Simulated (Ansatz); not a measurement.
Two members of one family (Same ligands, another metal), computed with Ansatz in the gas phase; def2 core potentials for Ag, Au, no spin–orbit coupling. Binding counts from free atoms in the multiplicity of their measured ground term, without zero-point energy. Names give formal oxidation states. A dash marks a value that wasn't run or was left out as unsound. The structures are stationary points that may keep the symmetry of their start.

First: Au(CO)H (singlet, charge 0, PBE0-D4/def2-TZVP geometry).

Cartesian coordinates in Å:
```
Au 0.4124 0.7438 -0.1429
C -0.5277 -0.9513 0.1818
O -1.0653 -1.9221 0.3666
H 1.1806 2.1297 -0.4056
```

```tsv
level	HOMO (eV)	LUMO (eV)	gap (eV)	vertical IE (eV)	vertical triplet (eV)	binding per atom (eV)
PBE-D4/def2-TZVPD	-6.80	-3.09	3.71	–	–	4.08
r2SCAN-D4/def2-TZVP	-7.03	-2.85	4.18	10.19	4.41	3.96
PBE0-D4/def2-SVP	-7.73	-2.07	5.66	–	–	3.86
PBE0-D4/def2-TZVP	-7.78	-2.08	5.70	10.06	4.31	3.86
BHLYP-D4/def2-TZVP	-8.69	-1.13	7.56	–	–	3.57
```

Metal–donor distances: 1 × C 1.97 Å, 1 × H 1.61 Å.

Second: Ag(CO)H (singlet, charge 0, PBE0-D4/def2-TZVP geometry).

```xyz
4

Ag   -0.290    0.283    0.801
C     0.374   -0.366   -1.030
O     0.735   -0.717   -2.031
H    -0.819    0.799    2.261
```

Problem. Estimate how these quantities change from the first to the second (second minus first).

Solution. 
```csv
level,Δ HOMO (eV),Δ LUMO (eV),Δ gap (eV),Δ vertical IE (eV),Δ vertical triplet (eV),Δ binding per atom (eV)
PBE-D4/def2-TZVPD,0.93,-0.21,-1.14,–,–,-0.31
r2SCAN-D4/def2-TZVP,1.00,-0.25,-1.26,-1.05,-0.83,-0.31
PBE0-D4/def2-SVP,1.06,-0.23,-1.28,–,–,-0.28
PBE0-D4/def2-TZVP,1.02,-0.19,-1.21,-1.03,-0.73,-0.31
BHLYP-D4/def2-TZVP,1.03,-0.11,-1.14,–,–,-0.27
```

Metal–donor distances: 1 × C 2.05 Å, 1 × H 1.64 Å.
